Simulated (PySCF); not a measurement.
OY, SMILES [O]=[Y] (connectivity only; charge and spin as stated), neutral, multiplicity 2. Atoms are numbered in the order given.

```xyz
2

Y      0.0000     0.0000    -0.3042
O      0.0000     0.0000     1.4829
```
Charge 0, spin multiplicity 2.

Geometry: PBE0-D3(BJ)/def2-TZVPD. The def2 effective core potentials stand for the cores of Y; spin–orbit coupling is left out.

Calculation: PBE/def2-TZVPD in PySCF.

Mulliken values depend strongly on the basis, most of all with diffuse functions as here. ESP charges are fitted to the potential on shells at 1.4 to 2.0 van der Waals radii. Atomic charges (e):

| atom | Mulliken | ESP fit | Mulliken spin |
|---|---|---|---|
| Y1 | 0.71 | 0.57 | 1.04 |
| O2 | -0.71 | -0.57 | -0.04 |
